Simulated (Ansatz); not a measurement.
# Abstraction of Cl: C2H5ClSi + CBrCl2 → C2H5Si + CBrCl3

Species: C2H5ClSi `C=C[SiH2]Cl`, singlet; CBrCl2 `Cl[C](Cl)Br`, doublet; C2H5Si `C=C[SiH2]`, doublet; CBrCl3 (bromotrichloromethane) `ClC(Cl)(Cl)Br`, singlet. A radical takes Cl: the energy is the difference in strength between the Si–Cl bond broken and the C–Cl bond made.

Shapes, held fixed at every level: PBE0-D4/def2-TZVP. Flexible molecules stand in one conformer, not always the lowest. Programs: Ansatz 0.2.0. The zero-point and thermal change to 298 K, harmonic and unscaled (PBE0-D4/def2-TZVP), is -4.4 kJ/mol.

```json
{"level": "HF/def2-SVP", "kind": "Hartree–Fock", "ΔH(298 K) (kJ/mol)": "+205.3"}
{"level": "PBE-D4/def2-TZVPP", "kind": "GGA", "ΔH(298 K) (kJ/mol)": "+159.9"}
{"level": "r2SCAN-D4/def2-TZVPP", "kind": "meta-GGA", "ΔH(298 K) (kJ/mol)": "+176.9"}
{"level": "B3LYP-D4/def2-TZVPP", "kind": "global hybrid", "ΔH(298 K) (kJ/mol)": "+177.1"}
{"level": "BHLYP-D4/def2-TZVPP", "kind": "global hybrid", "ΔH(298 K) (kJ/mol)": "+192.8"}
{"level": "wB97X-V/def2-TZVPP", "kind": "range-separated hybrid", "ΔH(298 K) (kJ/mol)": "+183.0"}
{"level": "B2PLYP/def2-TZVPP", "kind": "double hybrid", "ΔH(298 K) (kJ/mol)": "+181.1"}
```

B2PLYP/def2-TZVPP gives ΔH(298 K) = +181.1 kJ/mol; the levels span +159.9 to +205.3. The median of the levels is +181.1. No measured value is set beside it here. Spin contamination: C2H5Si (⟨S²⟩ up to 0.90). Open shells run unrestricted. Relativity is left out for Br. Outer-core shells of Br are correlated, in sets that cover them unevenly.
